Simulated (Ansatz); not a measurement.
Start from `CC[SiH2][SbH2]` and change one element to get `CC[SiH2]N`.

Ansatz, PBE0-D4/def2-TZVP geometries, multiplicity 1. Each molecule was computed in one conformer, which needn't be the lowest.

Elements past krypton have def2 core potentials.

| property | `CC[SiH2][SbH2]` |
| --- | --- |
| HOMO energy (B3LYP/def2-TZVPP) / eV | -6.79 |
| HOMO–LUMO gap (ωB97M-V/def2-TZVPP) / eV | 10.27 |
| HOMO energy (PBE/def2-TZVPP) / eV | -6.02 |
| LUMO energy (PBE0/def2-TZVPP) / eV | -0.29 |
| LUMO energy (PBE/def2-TZVPP) / eV | -1.04 |
| HOMO–LUMO gap (B3LYP/def2-TZVPP) / eV | 6.29 |

(1) What does the change do to each property? (Estimate.)

## Answers

(1) Ansatz gave: 
```
                               property  `CC[SiH2]N`  shift
    HOMO energy (B3LYP/def2-TZVPP) / eV        -6.99  -0.20
HOMO–LUMO gap (ωB97M-V/def2-TZVPP) / eV        11.70   1.43
      HOMO energy (PBE/def2-TZVPP) / eV        -5.81   0.21
     LUMO energy (PBE0/def2-TZVPP) / eV         0.66   0.95
      LUMO energy (PBE/def2-TZVPP) / eV        -0.17   0.87
  HOMO–LUMO gap (B3LYP/def2-TZVPP) / eV         7.35   1.06
```

With PBE0 the HOMO falls by 0.24 eV and the LUMO rises by 0.95 eV, so the gap widens by about 1.19 eV. PBE moves the HOMO by 0.21 eV and ωB97M-V by -0.60 eV.

B3LYP here is the variant with VWN-RPA as its local correlation; programs differ in this.

Spin–orbit coupling is left out; it splits and shifts lone-pair levels of the heavy atoms by tenths of an eV.
